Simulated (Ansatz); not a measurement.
Geometry optimisation, RHF/def2-SVP (Ansatz).

The input (input.yaml):

```yaml
crystal:
  periodic: [false, false, false]
  atoms:
    - { symbol: Sn, position_ang: [0.177704, 0.706269, -0.386496] }
    - { symbol: O, position_ang: [0.53478, -0.155955, 2.630613] }
    - { symbol: H, position_ang: [-0.069254, -0.846905, 2.861391] }
    - { symbol: O, position_ang: [1.835267, -0.257115, -0.62615] }
    - { symbol: H, position_ang: [1.836867, -1.03782, -1.161642] }
    - { symbol: Cl, position_ang: [-0.490749, 1.565487, -2.453174] }
    - { symbol: Cl, position_ang: [-1.5738, -0.744761, 0.14828] }
    - { symbol: S, position_ang: [0.522338, 2.576199, 1.11739] }
    - { symbol: H, position_ang: [1.653421, 2.04793, 1.600019] }
    - { symbol: H, position_ang: [0.083625, 0.676172, 2.848168] }
basis:
  gaussian: { orbitals: def2-SVP }
hamiltonian:
  xc: hf
relax:
  f_tol: 0.03
  max_steps: 50
```

Launched with:

```bash
$ ansatz run input.yaml --threads 2 --pin off --max-ram 3072MiB --backend cpu --events-out ev --progress --plain --runs-dir out
```

Where does it end, and by what steps?

The forces met the threshold. After 22 steps the energy has fallen by 0.439 eV; H3 moved furthest, 1.48 Å.

```
step  energy less start (eV)  largest force component (eV/Å)  accepted
   0                  0.0000                           1.297       yes
   1                 -0.0474                           1.201       yes
   2                 -0.0705                           0.517       yes
   3                 -0.0614                           1.026        no
   4                 -0.0862                           0.392       yes
   5                 -0.0993                           0.523       yes
   6                 -0.1161                           0.391       yes
   7                 -0.1330                           0.986       yes
   8                 -0.1415                           1.315       yes
   9                 -0.1733                           1.160       yes
  10                 -0.2468                           1.146       yes
  11                 -0.2969                           0.742       yes
  12                 -0.3420                           0.774       yes
  13                 -0.4050                           0.426       yes
  14                 -0.4071                           0.406       yes
  15                 -0.4072                           0.960       yes
  16                 -0.3994                           0.408        no
  17                 -0.4350                           0.227       yes
  18                 -0.4365                           0.130       yes
  19                 -0.4357                           0.166        no
  20                 -0.4383                           0.066       yes
  21                 -0.4388                           0.055       yes
  22                 -0.4391                           0.014       yes
```

```xyz
10
Properties=species:S:1:pos:R:3
Sn 0.134 0.764 -0.102
O 0.567 0.004 2.263
H 1.172 -0.703 2.060
O 1.401 -0.729 -0.094
H 1.710 -1.004 -0.946
Cl -0.040 1.128 -2.424
Cl -2.023 0.037 0.460
S 0.803 2.906 0.699
H 0.967 2.509 1.963
H -0.181 -0.383 2.700
```

Whether the end is a true minimum wasn't checked by a vibrational analysis.

The run took 74 s on 2 threads of Arm Neoverse V2, on a shared host, peak memory 0.36 GiB.
